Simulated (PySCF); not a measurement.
C3H8MgO, SMILES [OH][Mg][CH](C)C. Heavy atoms are numbered as in [Mg:1]([CH:2]([CH3:3])[CH3:4])[OH:12]. Hydrogens are named by the atom that carries them.

The structure is a stationary point at r2SCAN-D4/def2-SVP. Other conformers were not sampled.

Calculation: HF/pcSseg-1 run with PySCF.

GIAO shieldings, no solvent; atoms alike by connectivity are averaged. δ = σ(ref) − σ: ¹³C against TMS (σ = 192.6 ppm); ¹H against TMS (σ = 31.99 ppm); ¹⁷O against H2O (σ = 333.0 ppm), references at their B3LYP-D3(BJ)/def2-TZVP geometries, non-relativistic.

### Question
Estimate the chemical shifts. (An estimate is asked for; the answer gives what the named calculation found.)

### Answer

| nucleus | atoms | count | δ (ppm) |
|---|---|---|---|
| ¹³C | C3 (CH3) | 2 | 26.3 |
| ¹³C | C2 (CH) | 1 | 5.9 |
| ¹H | H on C3 | 6 | 1.63 |
| ¹H | H on O12 | 1 | 0.51 |
| ¹H | H on C2 | 1 | 0.26 |
| ¹⁷O | O12 (OH) | 1 | -49.2 |
